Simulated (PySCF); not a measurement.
C6H6O, SMILES C#C[C@H]1COC1=C.

The structure is a stationary point at PBE-D3(BJ)/def2-SVP. The structure was generated by enumeration; whether it is a known compound was not checked.

The numbers are results of PBE-D3(BJ)/def2-SVP run with PySCF, not measurements.

Frequencies are harmonic and unscaled.

Computed vibrational spectrum:
```tsv
mode	ν (cm⁻¹)	IR (km/mol)	moving atoms (share of kinetic energy)
1	101	2.3	O 41 %, C 40 %, H 19 %
2	130	0.5	C 74 %, H 21 %
3	207	3.1	C 68 %, H 30 %
4	336	1.1	C 62 %, H 29 %, O 9 %
5	406	1.9	C 72 %, H 23 %
6	493	8.0	C 78 %, H 18 %
7	582	5.5	C 70 %, H 20 %, O 10 %
8	639	36.3	H 78 %, C 22 %
9	657	31.5	H 78 %, C 22 %
10	675	3.6	H 73 %, C 21 %
11	693	2.6	C 52 %, H 36 %, O 12 %
12	764	51.9	H 70 %, C 29 %
13	799	1.0	C 63 %, H 35 %
14	881	14.7	H 48 %, C 31 %, O 22 %
15	917	3.9	C 57 %, H 30 %, O 13 %
16	995	99.4	C 47 %, O 38 %, H 15 %
17	1027	21.5	C 62 %, H 28 %, O 9 %
18	1073	2.7	H 48 %, C 45 %
19	1121	0.8	H 86 %, C 10 %
20	1138	2.3	H 74 %, C 25 %
21	1171	62.8	C 56 %, H 37 %
22	1270	13.4	H 57 %, C 38 %
23	1317	15.3	C 50 %, H 44 %
24	1338	0.5	H 84 %, C 15 %
25	1440	2.3	H 91 %, C 9 %
26	1727	168.1	C 95 %
27	2170	4.3	C 91 %, H 9 %
28	2984	3.7	H 92 %
29	2988	47.0	H 95 %
30	3059	19.3	H 89 %, C 11 %
31	3108	1.7	H 95 %
32	3215	0.1	H 89 %, C 11 %
33	3408	76.8	H 86 %, C 14 %
```
